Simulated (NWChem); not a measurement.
System: SbH₂Cl; SMILES [Cl][SbH2]

```xyz
4

Sb     0.0407    -0.5745     0.0000
H     -1.1672    -0.7310     1.2165
H     -1.1672    -0.7310    -1.2165
Cl     0.0151     1.8095     0.0000
```
Atoms are numbered in this order, from 1.

Computed with NWChem. All runs use the structure optimised with PBE0/def2-SVP. def2 effective core potentials on Sb; no spin-orbit coupling. Ions are spin-unrestricted doublets at the neutral geometry; other ion states weren't tried. Functional: LC-ωPBE (HJS hole) with def2-SVP; rows give the range parameter ω in 1/bohr.

| range parameter (1/bohr) | vertical ionisation energy, ΔSCF (eV) | −ε(HOMO) (eV) | ΔSCF minus −ε(HOMO) (eV) |
|---|---|---|---|
| 0.10 | 9.64 | 7.83 | 1.81 |
| 0.20 | 9.78 | 8.92 | 0.86 |
| 0.30 | 9.97 | 9.65 | 0.32 |
| 0.40 | ? | ? | ? |
| 0.60 | 10.30 | 10.68 | -0.38 |

### Question
Complete the blanks.

### Answer

- 0.40, vertical ionisation energy, ΔSCF (eV): 10.13
- 0.40, −ε(HOMO) (eV): 10.15
- 0.40, ΔSCF minus −ε(HOMO) (eV): -0.02
